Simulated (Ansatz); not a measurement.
Relaxation of BH₆NO₂S (11 atoms, charge 0, multiplicity 1), to a largest force component of 0.03 eV/Å in at most 50 steps.

Method: RHF/6-31G* in Ansatz 0.2.0.

```xyz
11
Properties=species:S:1:pos:R:3
B -0.029 0.626 -0.212
O -0.053 -0.390 2.208
H -0.940 -0.657 2.008
N 1.180 0.110 -0.709
H 1.282 -0.857 -0.935
H 2.056 0.563 -0.579
O -1.240 0.010 -0.348
H -1.205 -0.781 -0.865
S -0.162 2.351 0.520
H 1.125 2.650 0.657
H -0.128 0.557 2.410
```

**Question.** Where does it end, and by what steps?

**Answer.** The run converged. The force dipped under the threshold on the way, but the program's further checks kept it going. After 18 steps the energy has fallen by 0.185 eV; H11 moved furthest, 0.94 Å.

```csv
step,energy less start (eV),largest force component (eV/Å),accepted
0,0.0000,1.235,yes
1,-0.0974,1.008,yes
2,-0.1337,1.012,yes
3,-0.1379,0.819,yes
4,-0.1648,0.201,yes
5,-0.1751,0.159,yes
6,-0.1552,1.443,no
7,-0.1800,0.070,yes
8,-0.1817,0.030,yes
9,-0.1745,0.705,no
10,-0.1827,0.097,yes
11,-0.1835,0.095,yes
12,-0.1828,0.303,no
13,-0.1844,0.021,yes
14,-0.1848,0.059,yes
15,-0.1849,0.137,yes
16,-0.1852,0.072,yes
17,-0.1853,0.016,yes
18,-0.1853,0.016,yes
```

```xyz
11
Properties=species:S:1:pos:R:3
B 0.118 0.698 -0.320
O -0.655 -0.697 2.790
H -1.090 -0.468 1.978
N 1.264 0.226 -0.977
H 1.348 -0.706 -1.320
H 2.095 0.760 -1.089
O -1.021 -0.041 -0.170
H -0.995 -0.894 -0.580
S 0.006 2.386 0.426
H 1.256 2.782 0.225
H -0.441 0.134 3.192
```

Whether the end is a true minimum wasn't checked by a vibrational analysis.

Run time: 26 s on 1 thread of Intel(R) Xeon(R) 6975P-C (Granite Rapids), with other jobs on the host, peak memory 0.19 GiB.
